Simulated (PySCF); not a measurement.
How methods differ on the excitation energy of S⁺

S⁺ [Ne] 3s2 3p3 (4S) → S⁺ [Ne] 3s1 3p3 4s1 (6S), as a difference of total energies. All numbers are calculated (PySCF 2.14, no relativity, point nucleus, in aug-cc-pV(T+d)Z with one added diffuse shell each of s, p, d, f type (7s6p5d3f, 71 functions)). Correlated levels: valence: [Ne] frozen. The calculations carry no spin-orbit coupling.

```
           method  excitation energy (eV)
              UHF                  18.505
    MP2 (valence)                  20.053
SCS-MP2 (valence)                  20.587
   CCSD (valence)                  20.286
CCSD(T) (valence)                  20.363
```

Q: How much does correlation contribute at CCSD(T) (valence)?

A: 20.363 − (18.505) = 1.858 eV, measured against UHF.

The promoted electron is Rydberg-like, and one or two diffuse shells describe it only roughly, which tends to raise the upper state.
